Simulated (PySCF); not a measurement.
GeHMe2F, C2H7FGe.
SMILES: `[H][Ge]([CH3])([CH3])[F]`

Method used: PBE0-D3(BJ)/def2-SVP geometry optimisation, gas phase in PySCF 2.14.0.

Take the most abundant isotopes and a rigid rotor. 

Q: Give the principal moments of inertia and the rotational constants in cm⁻¹.

A: Ia = 95.55, Ib = 105.79, Ic = 162.64 u·Å²; 505379 MHz·u·Å²/I gives 5289, 4777 and 3107 MHz, that is A = 0.17643, B = 0.15935, C = 0.10365 cm⁻¹.

Q: What kind of rotor is it?

A: An asymmetric top; Ray's κ = 0.531.

Q: Is it planar, by Δ = Ic − Ia − Ib?

A: Not planar: Δ = Ic − Ia − Ib = -38.70 u·Å². For a rigid frame Δ = −2 Σ m c², so Σ m c² = 19.35 u·Å² lies off the ab plane: 7.88 from hydrogen and 11.47 from heavier atoms. The atom farthest from that plane is 1.79 Å away.

Q: Give the other two planar moments, Paa and Pbb, and the rms extents of the mass along the axes.

A: Paa = Σ m a² = (Ib + Ic − Ia)/2 = 86.44 and Pbb = Σ m b² = (Ia + Ic − Ib)/2 = 76.20 u·Å². With the mass M = 123.97 u, the rms extents √(P/M) along a, b and c are 0.84, 0.78, 0.40 Å.

Q: Give the coordinates in the principal-axis frame, origin at the centre of mass.

A: The sense of each axis is arbitrary; atoms in the order of the calculation.
| atom | mass (u) | a (Å) | b (Å) | c (Å) |
| --- | --- | --- | --- | --- |
| Ge1 | 73.921 | -0.001 | 0.043 | 0.252 |
| H2 | 1.008 | 0.001 | -0.104 | 1.786 |
| C3 | 12.000 | 1.612 | 0.886 | -0.419 |
| H4 | 1.008 | 1.702 | 1.910 | -0.026 |
| H5 | 1.008 | 1.583 | 0.932 | -1.517 |
| H6 | 1.008 | 2.499 | 0.313 | -0.115 |
| C7 | 12.000 | -1.624 | 0.865 | -0.419 |
| H8 | 1.008 | -2.508 | 0.302 | -0.088 |
| H9 | 1.008 | -1.609 | 0.881 | -1.518 |
| H10 | 1.008 | -1.709 | 1.899 | -0.053 |
| F11 | 18.998 | 0.012 | -1.598 | -0.368 |

Q: List the rotational levels J(Ka,Kc) to J = 5 (MHz).

A: Above 0(0,0):
J = 1: 1(0,1) 7885, 1(1,1) 8397, 1(1,0) 10066
J = 2: 2(0,2) 22395, 2(1,2) 22496, 2(1,1) 27506, 2(2,1) 29042, 2(2,0) 30300
J = 3: 3(0,3) 42996, 3(1,3) 43009, 3(1,2) 52215, 3(2,2) 52696, 3(2,1) 57007, 3(3,1) 60067, 3(3,0) 60879
J = 4: 4(0,4) 69771, 4(1,4) 69773, 4(1,3) 83019, 4(2,3) 83105, 4(2,2) 91726, 4(3,2) 93040, 4(3,1) 96492, 4(4,1) 101526, 4(4,0) 101981
J = 5: 5(0,5) 102756, 5(1,5) 102756, 5(1,4) 119870, 5(2,4) 119882, 5(2,3) 132872, 5(3,3) 133203, 5(3,2) 140907, 5(4,2) 143596, 5(4,1) 146120, 5(5,1) 153469, 5(5,0) 153697

Q: Which types of transition are allowed, and where do some lines up to J = 2 fall?

A: The dipole components are |μa| = 0.00 D, |μb| = 2.54 D, |μc| = 0.21 D; the mirror of this Cs structure is the bc plane, so μa vanishes by symmetry (the 0.02 D computed is a residue) and there are no a-type lines. The squared components, which scale the intensities, stand as 1.00 : 0.01 (b : c). Some lines, for components of 0.1 D or more:

```csv
type,branch,"J(Ka,Kc)",MHz,lower level (cm⁻¹)
c,Q,"1(1,1) ← 1(0,1)",512,0.263
c,Q,"2(2,1) ← 2(1,1)",1536,0.917
b,Q,"1(1,0) ← 1(0,1)",2182,0.263
b,Q,"2(2,0) ← 2(1,1)",2795,0.917
b,Q,"2(1,1) ← 2(0,2)",5110,0.747
b,Q,"2(2,1) ← 2(1,2)",6545,0.750
b,R,"1(1,1) ← 0(0,0)",8397,0.000
c,R,"1(1,0) ← 0(0,0)",10066,0.000
b,R,"2(0,2) ← 1(1,1)",13999,0.280
b,R,"2(1,2) ← 1(0,1)",14612,0.263
b,R,"2(2,1) ← 1(1,0)",18975,0.336
c,R,"2(1,1) ← 1(0,1)",19621,0.263
c,R,"2(2,0) ← 1(1,0)",20234,0.336
c,R,"2(2,1) ← 1(1,1)",20645,0.280
b,R,"2(2,0) ← 1(1,1)",21903,0.280
```

Q: Estimate the classical rotational partition function at 10 K, 200 K and 298.15 K.

A: Point group Cs, symmetry number σ = 1; q = (√π/σ)·√((kT/h)³/(ABC)), k/h = 20836.6 MHz/K: 602 at 10 K, 53800 at 200 K, 97900 at 298.15 K.

Whether it is a minimum is left open (no frequencies). No vibrational averaging or centrifugal distortion is included, and the geometry carries the error of its method. A rigid rotor knows nothing of internal rotation, which can split or shift real lines.
